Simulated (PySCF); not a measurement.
CHF$_{2}$O$_{3}$S (SMILES O=S(=O)(O)[C](F)F), doublet, at a GFN2-xTB geometry; DF-B3LYP/6-31G** in PySCF.

Input for PySCF:
```python
from pyscf import gto, scf, dft

mol = gto.M(
    atom='''
O    -1.36207203    0.10650514   -1.23012627
S    -0.70417741    0.04872970    0.02855081
O    -1.32389267   -0.53140068    1.15879966
O    -0.19539627    1.51799350    0.39641003
C     0.93069508   -0.74821453   -0.20178701
F     1.60326272   -0.74825123    0.93705824
F     1.61519236   -0.04420243   -1.10125452
H    -0.23254009    2.09691103   -0.36899152
''',
    basis='6-31g**',
    spin=1,
    verbose=4,
)

mf = dft.UKS(mol)
mf.xc = 'b3lyp'
mf.init_guess = 'vsap'
mf = mf.density_fit(auxbasis='def2-universal-jkfit')
mf.kernel()
```

The log (banner, timings and long lists left out):

```
PySCF version 2.14.0

[INPUT] verbose = 4
[INPUT] num. atoms = 8
[INPUT] num. electrons = 65
[INPUT] charge = 0
[INPUT] spin (= nelec alpha-beta = 2S) = 1
[INPUT] symmetry False subgroup None
[INPUT] Mole.unit = angstrom
[INPUT] Symbol           X                Y                Z      unit          X                Y                Z       unit  Magmom
[INPUT]  1 O     -1.362072030000   0.106505140000  -1.230126270000 AA   -2.573943098630   0.201265545458  -2.324601748933 Bohr   0.0
[INPUT]  2 S     -0.704177410000   0.048729700000   0.028550810000 AA   -1.330702448006   0.092085787132   0.053953211534 Bohr   0.0
[INPUT]  3 O     -1.323892670000  -0.531400680000   1.158799660000 AA   -2.501794564619  -1.004201747608   2.189813990639 Bohr   0.0
[INPUT]  4 O     -0.195396270000   1.517993500000   0.396410030000 AA   -0.369245436062   2.868591973870   0.749106389731 Bohr   0.0
[INPUT]  5 C      0.930695080000  -0.748214530000  -0.201787010000 AA    1.758758806680  -1.413920544120  -0.381322184395 Bohr   0.0
[INPUT]  6 F      1.603262720000  -0.748251230000   0.937058240000 AA    3.029727446525  -1.413989897069   1.770783436367 Bohr   0.0
[INPUT]  7 F      1.615192360000  -0.044202430000  -1.101254520000 AA    3.052271198890  -0.083530486740  -2.081069436239 Bohr   0.0
[INPUT]  8 H     -0.232540090000   2.096911030000  -0.368991520000 AA   -0.439437083082   3.962587554280  -0.697292915087 Bohr   0.0

nuclear repulsion = 445.460379871516
number of shells = 47
number of NR pGTOs = 220
number of NR cGTOs = 107
basis = 6-31g**
ecp = {}

******** <class 'pyscf.df.df_jk.DFUKS'> ********
method = DFUKS
initial guess = vsap
damping factor = 0
level_shift factor = 0
DIIS = <class 'pyscf.scf.diis.CDIIS'>
diis_start_cycle = 1
diis_space = 8
diis_damp = 0
SCF conv_tol = 1e-09
SCF conv_tol_grad = None
SCF max_cycles = 50
direct_scf = False
number electrons alpha = 33  beta = 32
XC library pyscf.dft.libxc version 7.1.2
    S. Lehtola, C. Steigemann, M. J. T. Oliveira, and M. A. L. Marques,  SoftwareX 7, 1–5 (2018)
XC functionals = b3lyp
    P. J. Stephens, F. J. Devlin, C. F. Chabalowski, and M. J. Frisch,  J. Phys. Chem. 98, 11623 (1994)
radial grids:
    Treutler-Ahlrichs [JCP 102, 346 (1995); DOI:10.1063/1.469408] (M4) radial grids

becke partition: Becke, JCP 88, 2547 (1988); DOI:10.1063/1.454033
pruning grids: <function nwchem_prune>
grids dens level: 3
symmetrized grids: False
atomic radii adjust function: <function treutler_atomic_radii_adjust>
small_rho_cutoff = 0
Set gradient conv threshold to 3.16228e-05
tot grids = 113576

******** <class 'pyscf.df.df.DF'> ********
auxbasis = def2-universal-jkfit
init E= -861.379325292143
cycle= 1 E= -860.42550406046  delta_E= 0.954  |g|= 1.75  |ddm|= 2.85
cycle= 2 E= -845.03172697537  delta_E= 15.4  |g|= 5.37  |ddm|= 5.66
cycle= 3 E= -861.364827956677  delta_E= -16.3  |g|= 1.35  |ddm|= 4.88
cycle= 4 E= -861.969019402205  delta_E= -0.604  |g|= 0.552  |ddm|= 1.14
cycle= 5 E= -862.060296059502  delta_E= -0.0913  |g|= 0.176  |ddm|= 0.419
cycle= 6 E= -862.072688764541  delta_E= -0.0124  |g|= 0.0787  |ddm|= 0.189
cycle= 7 E= -862.07458354358  delta_E= -0.00189  |g|= 0.0411  |ddm|= 0.0987
cycle= 8 E= -862.075252868951  delta_E= -0.000669  |g|= 0.0104  |ddm|= 0.0393
cycle= 9 E= -862.075286190891  delta_E= -3.33e-05  |g|= 0.00636  |ddm|= 0.0125
cycle= 10 E= -862.075302207102  delta_E= -1.6e-05  |g|= 0.00177  |ddm|= 0.00642
cycle= 11 E= -862.075303540785  delta_E= -1.33e-06  |g|= 0.000951  |ddm|= 0.00246
cycle= 12 E= -862.075303976753  delta_E= -4.36e-07  |g|= 0.000196  |ddm|= 0.00115
cycle= 13 E= -862.075303993127  delta_E= -1.64e-08  |g|= 0.0001  |ddm|= 0.000218
cycle= 14 E= -862.07530399674  delta_E= -3.61e-09  |g|= 4.15e-05  |ddm|= 0.000106
cycle= 15 E= -862.075303997384  delta_E= -6.44e-10  |g|= 1.34e-05  |ddm|= 3.71e-05
Extra cycle  E= -862.075303997334  delta_E= 5e-11  |g|= 2.03e-05  |ddm|= 2.42e-05
converged SCF energy = -862.075303997334  <S^2> = 0.75209362  2S+1 = 2.0020925
```
